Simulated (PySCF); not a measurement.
CHO2, SMILES [O][C]O (connectivity only; charge and spin as stated), neutral, multiplicity 2. Atoms are numbered in the order given.

```xyz
4

C     -0.3871     0.1328     0.0000
O      0.1367     1.1860     0.0000
O      0.2120    -1.0663     0.0000
H     -0.4672    -1.7546     0.0000
```
Charge 0, spin multiplicity 2.

Geometry optimised at B3LYP-D3(BJ)/def2-TZVP. Other conformers were not sampled.

Method: PBE/pcH-1 run with PySCF.

Unrestricted Kohn–Sham, ⟨S²⟩ = 0.752. Hyperfine tensors hold the contact and dipolar terms, without spin-orbit corrections.

Computed hyperfine couplings:
```json
[
 {"nucleus": "13C no. 1", "A(iso) (MHz)": "529.7", "A(iso) (G)": "189.0", "dipolar principal values (MHz)": "-43.6, -37.9, 81.5"},
 {"nucleus": "17O no. 2", "A(iso) (MHz)": "-38.7", "A(iso) (G)": "-13.8", "dipolar principal values (MHz)": "-97.2, 44.3, 52.9"},
 {"nucleus": "17O no. 3", "A(iso) (MHz)": "-53.7", "A(iso) (G)": "-19.2", "dipolar principal values (MHz)": "-63.1, 29.2, 33.8"},
 {"nucleus": "1H no. 4", "A(iso) (MHz)": "-2.9", "A(iso) (G)": "-1.1", "dipolar principal values (MHz)": "-19.7, -9.6, 29.3"}
]
```

### Question
And the g tensor (effective nuclear charges for spin-orbit coupling, GIAO)? (An estimate is asked for; the answer gives what the named calculation found.)

### Answer
principal values 1.9969, 2.0018, 2.0035; isotropic 2.0007.
